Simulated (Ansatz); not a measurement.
Reaction (cleavage of the Ge–Si bond): `C[Si](F)(F)[GeH3]` + `O[SiH](F)F` → `F[SiH](F)[O][GeH3]` + `C[SiH](F)F`

Computed with Ansatz on PBE0-D4/def2-TZVP structures; ΔE is electronic, products minus reactants. CCSD(T)/CBS adds triple-zeta CCSD(T) − MP2 to the extrapolated MP2 energy (def2 sets, frozen cores). Functionals use def2-TZVPP. B3LYP here is the variant with VWN-RPA as its local correlation; programs differ in this. For Ge outer-core shells are correlated without core-valence functions, which leaves a few kJ/mol of doubt a bond. Scalar relativity is left out up to krypton. Each species was taken in one conformer, which may not be the lowest.

| level | ΔE (kJ/mol) |
| --- | --- |
| r2SCAN-D4 | -29.0 |
| B3LYP-D4 | -34.3 |
| B2PLYP | -40.7 |
| PBE0 | -22.5 |
| B3LYP | -35.8 |
| HF/def2-TZVPP | -65.7 |
| SCS-MP2/def2-QZVPP | -49.4 |
| HF/CBS(def2) | -68.5 |

Problem. What does CCSD(T)/CBS give? (Best estimate.)

Solution. Computed: -34.9 kJ/mol. The listed levels differ from it by 5.9, 0.6, -5.8, 12.4, -0.9, -30.8, -14.5, -33.6 kJ/mol.

Largest T1 diagnostic among the species: 0.012.

In def2-TZVPP, CCSD(T) changes the Hartree–Fock value by +26.0 kJ/mol (the triples alone add +2.7 kJ/mol) and MP2 by +22.3 kJ/mol. From PBE to PBE0 (25 % exact exchange), in def2-TZVPP and without D4, ΔE moves by −6.9 kJ/mol.
